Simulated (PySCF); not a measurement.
CH4Be, SMILES [BeH][CH3] (CAM-B3LYP/def2-SVP optimised geometry):

```
6

Be    -0.380     0.078     0.000
H     -1.711     0.078     0.000
C      1.293     0.078     0.000
H      1.711     0.875    -0.640
H      1.711    -0.875    -0.370
H      1.711     0.234     1.010
```

Method: CAM-B3LYP/def2-TZVP (PySCF).

Task: What are the frontier orbital energies and the dipole moment?

Result: HOMO-2 -12.27 eV, HOMO-1 -10.90 eV, HOMO -9.86 eV, LUMO 0.76 eV, LUMO+1 0.76 eV; dipole moment 0.59 D.

On the same geometry PySCF with PBE/def2-TZVP gives HOMO-2 -9.35 eV, HOMO-1 -7.96 eV, HOMO -7.04 eV, LUMO -0.95 eV, LUMO+1 -0.95 eV; dipole moment 0.68 D.

Meta-Löwdin charges at CAM-B3LYP/def2-TZVP: Be1 1.11, H2 -0.48, C3 -0.98, H4 0.12, H5 0.12, H6 0.12.
